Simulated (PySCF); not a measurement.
B3LYP has the VWN-RPA correlation part, as in Gaussian. Delta-SCF ions had no search for a lower state. Excitations are Tamm–Dancoff values on a coarser integration grid. The basis has no diffuse functions, so Rydberg states are missing or too high.

Cartesian coordinates (Å):
SMILES: C(C=S)C=C
```xyz
11

C     -1.5639     0.2193     0.7775
C     -0.6134     0.6186    -0.0555
C      0.2023    -0.3108    -0.9131
C      1.6588    -0.2405    -0.5656
S      2.6042    -1.4867    -0.1748
H     -1.8178    -0.8286     0.8878
H     -2.1246     0.9257     1.3759
H     -0.3782     1.6762    -0.1356
H      0.1051    -0.0029    -1.9642
H     -0.1507    -1.3380    -0.8299
H      2.0782     0.7677    -0.5854
```
Charge 0, multiplicity 1.

Q: What is the computed S1–T1 gap (TDA), HOMO and vertical ionisation energy (Delta-SCF) (B3LYP-D3(BJ)/def2-TZVP in PySCF 2.14.0)?

A: 
```json
{
 "S1–T1 gap (TDA)": "0.52 eV",
 "HOMO": "-6.23 eV",
 "vertical ionisation energy (Delta-SCF)": "8.60 eV"
}
```
